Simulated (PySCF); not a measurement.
## Computed data sheet: `C[CH](C)[AlH][Br]`

C3H8AlBr.
Z-matrix (Å and degrees, PBE0-D3(BJ)/def2-SVP geometry), rows numbered from 1:
```
C 
C   1  1.5319
C   2  1.5316  1  111.16
Al  2  1.9652  1  110.69  3  -123.49
Br  4  2.2679  2  115.02  1    65.32
H   1  1.1027  2  112.72  3  -175.66
H   1  1.1031  2  111.48  3    63.48
H   1  1.1047  2  111.08  3   -55.63
H   2  1.1063  1  108.59  3   119.49
H   3  1.1029  2  111.38  1   -63.02
H   3  1.1026  2  112.74  1   176.30
H   3  1.1047  2  111.12  1    56.18
H   4  1.5839  2  128.47  1  -114.85
```

PBE0-D3(BJ)/def2-SVP geometry optimisation, gas phase (PySCF):

```
Rotational constants A, B, C : 4.249, 1.143, 1.117 GHz
```

**B3LYP/def2-SVPD ground state and vertical TDDFT (core frozen in the response) (PySCF)**

```
Dipole moment                                                     : 2.01 D
HOMO energy                                                       : -7.27 eV
LUMO energy                                                       : -1.56 eV
HOMO–LUMO gap                                                     : 5.71 eV
Lowest singlet excitation                                         : 4.63 eV (268 nm, f = 0.001)
Strongest line among the 6 lowest singlet transitions             : S4 at 6.13 eV (202 nm, f = 0.080)
Static isotropic polarisability                                   : 87.0 au
Electronic spatial extent ⟨r²⟩ about the centre of nuclear charge : 1115 bohr²
```

Monoisotopic mass from the formula: 149.9625 u.

In wavenumbers S1 is 37300 cm⁻¹ (1 eV = 8065.54 cm⁻¹). The dipole matches unit charges of opposite sign 0.42 Å apart (1 e·Å = 4.8032 D). The largest Löwdin shares of the LUMO are 0.53 on Al4, 0.17 on Br5, 0.11 on H13 and 0.07 on C2. The polarisability is 12.89 Å³ as a volume (1 au = 0.148185 Å³), or 1.18 au for each of the 74 electrons.

The calculation is non-relativistic and has no spin–orbit coupling, an omission that weighs most on bromine.

One conformer stands for the species.
